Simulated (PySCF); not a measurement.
Species: [TaO2F2]- (charge -1 and singlet state).
SMILES: `[O]=[Ta-](=[O])([F])[F]`

The closed-shell ground state was solved at several levels (PySCF, density fitting, gas phase). Isolated species at its PBE0-D3(BJ)/def2-SVP geometry, gas phase. Atoms past krypton carry effective core potentials; spin–orbit coupling is left out. The geometry's basis has no diffuse functions, a weakness for an anion. No diffuse functions stand in pcSseg-1 (def2-TZVP on Ta), which bears on an anion's orbital energies.

| level | basis functions | total energy (Eh) | HOMO (eV) | LUMO (eV) | gap (eV) |
| --- | --- | --- | --- | --- | --- |
| CAM-B3LYP/def2-SVPD | 127 | -407.1245 | -4.35 | 4.25 | 8.60 |
| PBE0/pcSseg-1 (def2-TZVP on Ta) | 108 | -407.1301 | -2.54 | 4.28 | 6.82 |

(1) Estimate the row for B3LYP/pcSseg-1 (def2-TZVP on Ta), a basis of 108 functions; the other rows only guide the guess.

(2) Over all these levels, which gives the widest orbital gap and which the narrowest?

Results:

(1) Total energy -407.5203 Eh, HOMO -2.25 eV, LUMO 3.96 eV, gap 6.21 eV.

(2) CAM-B3LYP/def2-SVPD (range-separated hybrid) has the widest, 8.60 eV, and B3LYP/pcSseg-1 (def2-TZVP on Ta) (global hybrid, 20 % exact exchange) the narrowest, 6.21 eV. Functional and basis both differ between the two, so the spread mixes both effects.
